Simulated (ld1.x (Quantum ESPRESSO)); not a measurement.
## Before and after: RRKJ potential for iron

* Element: Fe (Z = 26)
* Generator: ld1.x (Quantum ESPRESSO) 7.5
* Type: norm-conserving RRKJ (Kleinman–Bylander form)
* Functional: PBEsol
* Relativity: scalar-relativistic
* Frozen core: [Ar]
* Valence charge: 8
* Reference configuration: 3d6 4s1 4p1
* Partial waves: 4p (bound): rc 2.25 bohr; 3d (bound): rc 0.95 bohr; 4s (bound): rc 2.60 bohr
* Local potential: the s channel
* Core correction: a·sin(br)/r model core inside 0.45 bohr

Change: wave 4p (bound): rc 2.25 bohr becomes 4p (bound): rc 2.66 bohr.

Cutoffs: the cutoffs (Ry, on a coarse ladder) from which the occupation-weighted sum of valence levels, in a spherical-Bessel basis at the reference potential, stays within 10 and 1 mRy of its value at 400 Ry; they do not see the model core or the augmentation charge, which bear on the density cutoff. Errors are all-electron minus pseudo energies relative to the spin-unpolarised reference configuration.

Problem. How do hardness, ghosts and transferability respond?

Solution. The potential gets neither clearly harder nor softer (180 Ry and 200 Ry → 180 Ry and 200 Ry); of the 7 tests that both files solve, the error grows in 2 and shrinks in 0 by more than 15 % and 0.3 meV (median size 37.0 → 35.4 meV); neither file shows a bound ghost.

```csv
quantity,base,changed
"cutoff, loose",180 Ry,180 Ry
"cutoff, tight",200 Ry,200 Ry
bound ghosts,none,none
"error for 3d6 4s2 4p0, meV [ΔE -4.13 eV]",-2.6,-3.5
"error for 3d6 4s1 4p0, meV [ΔE 4.61 eV]",-3.1,-3.4
"error for 3d6 4s0 4p0, meV [ΔE 20.73 eV]",-37,-35
"error for 3d7 4s1 4p0, meV [ΔE -4.94 eV]",-257,-264
"error for 3d7 4s0 4p0, meV [ΔE 2.46 eV]",-410,-417
"error for 3d5 4s0 4p0, meV [ΔE 54.91 eV]",-532,-516
"error for 3d6 4s1.5 4p0, meV [ΔE -0.64 eV]",-1.5,-2.2
```
